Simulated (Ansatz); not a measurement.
Species: AuF, charge 0, multiplicity 1. 
Structure (B3LYP-D3(BJ)/def2-TZVP (Ansatz, a first-principles code) minimum search):
```
F
Au 1 1.9562
```
Charge 0, spin multiplicity 1.

Quantity: vertical ionisation energy (to the doublet state of charge +1; each state is the SCF solution reached for its spin; for the doublet T1 is 0.049; for the singlet T1 is 0.029), in eV. Cores are frozen in the correlated levels unless marked. UHF or UKS for open shells. No spin-orbit coupling. Frozen are the shells of the preceding noble gas and the d and f shells that filled before the atom's block. In def2 rows, elements after Kr have scalar-relativistic effective core potentials. Basis-set limits of correlation are two-point, X^-3; Hartree-Fock from the larger set.

```tsv
level	program	vertical ionisation energy (eV)
SVWN5/def2-TZVPD	Ansatz	11.54
PBE/def2-TZVPD	Ansatz	11.16
r2SCAN/def2-TZVPD	Ansatz	11.14
B3LYP/def2-TZVPD	Ansatz	11.23
BHLYP/def2-TZVPD	Ansatz	10.92
CAM-B3LYP/def2-TZVPD	Ansatz	11.20
wB97M-V/def2-TZVPD	Ansatz	11.01
wB97X-V/def2-TZVPD	Ansatz	11.01
CCSD/def2-SVPD	Ansatz	11.05
CCSD/def2-TZVPPD	Ansatz	11.09
CCSD/def2-QZVPPD	Ansatz	11.14
CCSD/CBS(def2-TZVPPD,def2-QZVPPD)	Ansatz	11.19
CCSD(T)/def2-SVPD	Ansatz	11.13
CCSD(T)/def2-QZVPPD	Ansatz	11.29
CCSD(T)/CBS(def2-TZVPPD,def2-QZVPPD)	Ansatz	11.34
```
